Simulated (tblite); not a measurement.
C4H11AsOSi2.
Numbering: `[CH3:1][C:2]#[C:3][SiH2:4][AsH:5][SiH2:6][O:7][CH3:8]` (hydrogens: H9, H10, H11 on C1; H12, H13 on Si4; H14 on As5; H15, H16 on Si6; H17, H18, H19 on C8)

Computed with GFN2-xTB (tblite), gas phase: L-BFGS steps from a force-field or distance-geometry start until the largest atomic force falls under 0.01 eV/Å.

The end geometry, which sets the zero of energy:
```
atom  x, y, z in Å
C1     -5.1684    0.2799   -1.1888
C2     -3.8787    0.0777   -0.5658
C3     -2.8042   -0.0861   -0.0430
Si4    -1.1274   -0.2770    0.7134
As5     0.4796    0.5458   -0.7614
Si6     2.2238    0.0906    0.6580
O7      3.4329    0.7398   -0.2174
C8      4.7714    0.7866    0.1550
H9     -5.4104   -0.5655   -1.8327
H10    -5.1492    1.1883   -1.7909
H11    -5.9411    0.3767   -0.4263
H12    -1.1330    0.5034    1.9662
H13    -0.9745   -1.6978    1.0794
H14     0.5830   -0.7795   -1.4755
H15     2.1475    0.7591    1.9730
H16     2.5447   -1.3090    0.9995
H17     5.1830   -0.2215    0.2481
H18     4.8880    1.2971    1.1139
H19     5.3232    1.3310   -0.6120
```

**Question.** These geometries come from the run, each turned onto the end geometry. Order them by energy, lowest first.
A.
```
atom  x, y, z in Å
C1     -5.2177    0.3050   -1.1387
C2     -3.8961    0.0980   -0.5878
C3     -2.8010   -0.0835   -0.1155
Si4    -1.1188   -0.3506    0.6074
As5     0.5200    0.5290   -0.8009
Si6     2.2209    0.1665    0.6971
O7      3.4532    0.7377   -0.2000
C8      4.7914    0.7726    0.1742
H9     -5.4925   -0.5349   -1.7767
H10    -5.2381    1.2188   -1.7318
H11    -5.9463    0.3915   -0.3324
H12    -1.0981    0.3304    1.9167
H13    -1.0087   -1.8003    0.8589
H14     0.7197   -0.7995   -1.4888
H15     2.1188    0.9149    1.9669
H16     2.5287   -1.2095    1.1349
H17     5.1477   -0.2256    0.4407
H18     4.9335    1.4290    1.0360
H19     5.3735    1.1500   -0.6674
```
B.
```
atom  x, y, z in Å
C1     -5.2372    0.3279   -1.0625
C2     -3.8991    0.0719   -0.5743
C3     -2.7840   -0.1393   -0.1656
Si4    -1.0822   -0.4372    0.4975
As5     0.5234    0.5511   -0.8780
Si6     2.1905    0.2413    0.6679
O7      3.4847    0.6555   -0.2274
C8      4.7933    0.7384    0.2346
H9     -5.5646   -0.4907   -1.7037
H10    -5.2534    1.2550   -1.6357
H11    -5.9273    0.4178   -0.2231
H12    -1.0422    0.1561    1.8481
H13    -0.9477   -1.8971    0.6573
H14     0.7991   -0.7443   -1.5979
H15     2.0816    1.1347    1.8390
H16     2.4168   -1.0933    1.2589
H17     5.0917   -0.1824    0.7415
H18     4.8973    1.5693    0.9365
H19     5.4492    0.9049   -0.6203
```
C.
```
atom  x, y, z in Å
C1     -5.2605    0.3402   -1.0684
C2     -3.9055    0.0296   -0.5459
C3     -2.8616   -0.2148   -0.1137
Si4    -1.1724   -0.6010    0.6019
As5     0.4625    0.2723   -0.8037
Si6     2.3502    0.4803    0.5186
O7      3.6447    1.1763   -0.2992
C8      4.8290    0.7204    0.3180
H9     -5.6003   -0.4809   -1.7265
H10    -5.2463    1.2803   -1.6394
H11    -5.9792    0.5076   -0.2435
H12    -1.0297    0.1095    1.8932
H13    -1.0307   -2.0178    0.8959
H14     0.8650   -0.7616   -1.9184
H15     1.9561    1.2698    1.7175
H16     2.7168   -0.8749    1.0269
H17     4.5604   -0.2334    0.7899
H18     5.1253    1.4791    1.0580
H19     5.5664    0.5588   -0.4685
```
D.
```
atom  x, y, z in Å
C1     -5.2176    0.3288   -1.0445
C2     -3.8875    0.0357   -0.5554
C3     -2.7751   -0.1783   -0.1415
Si4    -1.0588   -0.4491    0.4916
As5     0.4983    0.5412   -0.9428
Si6     2.1563    0.3114    0.6244
O7      3.4759    0.7630   -0.2104
C8      4.7838    0.7268    0.2612
H9     -5.5697   -0.4717   -1.6961
H10    -5.1960    1.2624   -1.6075
H11    -5.9061    0.4353   -0.2054
H12    -1.0131    0.1244    1.8495
H13    -0.8666   -1.9031    0.6074
H14     0.8007   -0.7932   -1.5971
H15     1.9768    1.1700    1.8083
H16     2.3727   -1.0222    1.2100
H17     4.9803   -0.2045    0.7982
H18     4.9797    1.5646    0.9364
H19     5.4564    0.7981   -0.5936
```
E.
```
atom  x, y, z in Å
C1     -5.2247    0.3360   -1.0451
C2     -3.9130    0.0271   -0.5378
C3     -2.8147   -0.2463   -0.1135
Si4    -1.0929   -0.5356    0.4938
As5     0.4200    0.5076   -0.9406
Si6     2.1877    0.4240    0.5269
O7      3.5469    0.9320   -0.2080
C8      4.8184    0.7079    0.3100
H9     -5.5634   -0.4635   -1.6930
H10    -5.1824    1.2611   -1.6109
H11    -5.9240    0.4635   -0.2234
H12    -1.0257    0.0987    1.8165
H13    -1.0281   -1.9826    0.7728
H14     0.7972   -0.7664   -1.6228
H15     1.9370    1.2442    1.7243
H16     2.5901   -0.9092    1.0427
H17     4.8618   -0.2484    0.8417
H18     5.0971    1.4995    0.9971
H19     5.5029    0.6900   -0.5380
```

**Answer.** A (0.005 eV), B (0.012 eV), D (0.028 eV), E (0.135 eV), C (1.106 eV).

In the order of the answer:

| step | E above end (eV) | largest force (eV/Å) | rms force component (eV/Å) | rms distance from end (Å) | rms bond change (Å) | bond most changed (Å) |
| --- | --- | --- | --- | --- | --- | --- |
| 96 | 0.005 | 0.03 | 0.009 | 0.134 | 0.001 | Si4–As5 +0.002 |
| 61 | 0.012 | 0.03 | 0.010 | 0.288 | 0.001 | Si4–As5 +0.003 |
| 26 | 0.028 | 0.10 | 0.032 | 0.327 | 0.003 | As5–H14 +0.008 |
| 12 | 0.135 | 0.55 | 0.148 | 0.364 | 0.006 | As5–H14 -0.015 |
| 1 | 1.106 | 7.35 | 1.385 | 0.428 | 0.028 | As5–H14 +0.064 |

The cost below is that of the whole relaxation. Hardware: one thread, Arm Neoverse V1 (aarch64), shared host. Cost: 1.2 s.
